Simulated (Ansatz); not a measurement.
A run for Ansatz (a quantum-chemistry and plane-wave program): R-CCSD(T)/aug-cc-pVDZ on HBr (SMILES Br) with ghost functions. The run froze 14 orbitals, filled d shells among them.

Ansatz 0.2 input:
```yaml
crystal:
  periodic: [false, false, false]
  atoms:
    - {symbol: Br, position_ang: [0.32594001, 0.59148946, 3.95813832]}
    - {symbol: H, position_ang: [0.20104868, 0.38467527, 2.54206106]}
basis:
  gaussian:
    orbitals: aug-cc-pVDZ
    ghost_atoms:
      - {symbol: C, position_ang: [-0.14505955, -0.59116914, 0.32365369]}
      - {symbol: C, position_ang: [0.13863937, 0.68865879, 0.11543025]}
      - {symbol: H, position_ang: [0.63022878, -1.34672923, 0.36179590]}
      - {symbol: H, position_ang: [-1.16365290, -0.93312190, 0.46149653]}
      - {symbol: H, position_ang: [-0.63671769, 1.44398702, 0.07450053]}
      - {symbol: H, position_ang: [1.15687198, 1.03045478, -0.02518372]}
magnetization: {spin_polarized: false}
correlation: {method: ccsd_t, electrons: outside_noble_gas}
scf: {lower_state_search: off}
```

Q: Give the final energy of this run.

A: -2573.1278 hartree (reference determinant -2572.9737, T1 diagnostic 0.008).
